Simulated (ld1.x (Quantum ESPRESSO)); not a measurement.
# Ranking TM semilocal potentials for Si

All share these settings but for the change named:

silicon (Si), norm-conserving Troullier–Martins (semilocal form), made with ld1.x (Quantum ESPRESSO) 7.5 (LDA (PZ), scalar-relativistic). Core [Ne], reference 3s2 3p2. Waves: 3s (bound): rc 1.65 bohr; 3p (bound): rc 1.40 bohr. Local part: the p channel. Core correction: none.

Cutoff: the first of the cutoffs (Ry, on a coarse ladder) from which the occupation-weighted sum of valence levels, in a spherical-Bessel basis at the reference potential, stays within 10 and 1 mRy of its value at 400 Ry; the density cutoff is not measured.

The base gives 45 Ry.

Of 12 variants that were run, those that failed, showed a ghost or another fault, or gave nearly equal values are left out.

A variant can come out equal or close to the base.

Problem. Rank these variants from softest to hardest (loose cutoff).
A. reference 3s2 3p0
B. wave 3p (bound): rc 1.40 bohr becomes 3p (bound): rc 1.10 bohr
C. all radii scaled by about 1.19 (s 1.96, p 1.66 bohr)
D. wave 3s (bound): rc 1.65 bohr becomes 3s (bound): rc 1.54 bohr
E. all radii scaled by about 1.30 (s 2.14, p 1.82 bohr)

Solution. E (12 Ry), C (15 Ry), A (18 Ry), D (45 Ry), B (200 Ry).
